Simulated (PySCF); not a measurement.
SMILES COc1ccc(-c2cccs2)s1, GFN2-xTB optimised geometry. Atoms within 1.6 Å of the plane z = 0.0 Å (x, y, z in Å): C1 (-2.34, -3.40, 0.00), O2 (-0.95, -3.60, 0.00), C3 (-0.17, -2.50, 0.00), C4 (1.19, -2.50, 0.00), C5 (1.73, -1.21, 0.00), C6 (0.80, -0.21, 0.00), C7 (0.99, 1.20, 0.00), C8 (0.04, 2.19, 0.01), C9 (0.59, 3.49, 0.00), C10 (1.95, 3.48, -0.01), S11 (2.59, 1.88, -0.02), S12 (-0.82, -0.89, 0.00), H13 (-2.66, -2.84, -0.89), H14 (-2.66, -2.85, 0.89), H15 (-2.79, -4.39, -0.01), H16 (1.77, -3.41, 0.00), H17 (2.79, -1.00, 0.00), H18 (-1.02, 1.99, 0.02), H19 (0.00, 4.39, 0.01), H20 (2.62, 4.31, -0.02).

Calculation: PBE0/def2-SVP (PySCF). Cells within 0.4 Å of a nucleus heavier than hydrogen are left out (blank, or x).

Map of the Laplacian of the electron density (e/bohr⁵), clipped to [-1.50, 1.50] on the plane z = 0.0 Å:

```
|55555555555555555555555555555|
|55555555555555555555555555555|
|55555555555555555555555555555|
|55555555555555555555555555555|
|55555555555555455555555555555|
|55555555555555035551255555555|
|555555555555554x73x3555555555|
|555555555555555x73x5555555555|
|55555555555555335553555555555|
|55555555555532x65559945555555|
|55555555555503x1554xx45555555|
|5555555555555552x339945555555|
|5555555555555555x455555555555|
|55555555555555542555555555555|
|555555555555555xx555555555555|
|5555555555539936x355555555555|
|555555555557xx4553x2055555555|
|55555555555496555xx3455555555|
|55555555555553555245555555555|
|5555555555555xx3xx55555555555|
|55555555555667x3xx45555555555|
|555555556x44x4655305555555555|
|555555553x43x6555545555555555|
|55555555045666555555555555555|
|55555555455555555555555555555|
|55555555555555555555555555555|
|55555555555555555555555555555|
|55555555555555555555555555555|
|55555555555555555555555555555|
```
Scale: ten equal steps from -1.50 (start of '0') to 1.50 (end of '9'), in the order '0123456789'; x runs from -6.50 to 6.50, y from -6.50 (bottom) to 6.50 (top).
